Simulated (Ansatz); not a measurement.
Species: 2-methylselanylselenophene, C5H6Se2 (charge 0, singlet). 
Geometry from a B3LYP-D3(BJ)/def2-TZVP (Ansatz, a first-principles code) optimisation:
SMILES: C[Se]c1ccc[se]1
```xyz
13

C      2.5835    -0.7436     0.4633
Se     1.6075     0.2730    -0.9143
C     -0.1574    -0.2136    -0.4040
C     -0.9560    -1.1415    -1.0040
C     -2.2544    -1.2933    -0.4343
C     -2.5153    -0.4893     0.6306
Se    -1.0633     0.6154     1.0275
H      2.2957    -0.3925     1.4503
H      3.6417    -0.5528     0.2944
H      2.3706    -1.8031     0.3530
H     -0.6141    -1.7201    -1.8513
H     -2.9774    -2.0005    -0.8184
H     -3.4226    -0.4467     1.2112
```

Basis-set convergence of Hartree-Fock and CCSD(T) correlation energies (hartree) with Ansatz. Valence correlation only, unless marked. Spin-orbit coupling is left out. The frozen core is the preceding noble-gas configuration, with the filled d and f shells of earlier blocks. Non-relativistic.

The Hartree-Fock reference is unstable (checked in the largest basis), which strains HF and MP2. 

```tsv
basis	functions	E(HF)	E(corr, CCSD(T))
aug-cc-pVDZ	241	-4992.44482	-1.04832
aug-cc-pVTZ	486	___	___
```

Task: Fill in the missing entries.

Result: 
- aug-cc-pVTZ, E(HF): -4992.64023
- aug-cc-pVTZ, E(corr, CCSD(T)): -1.24635
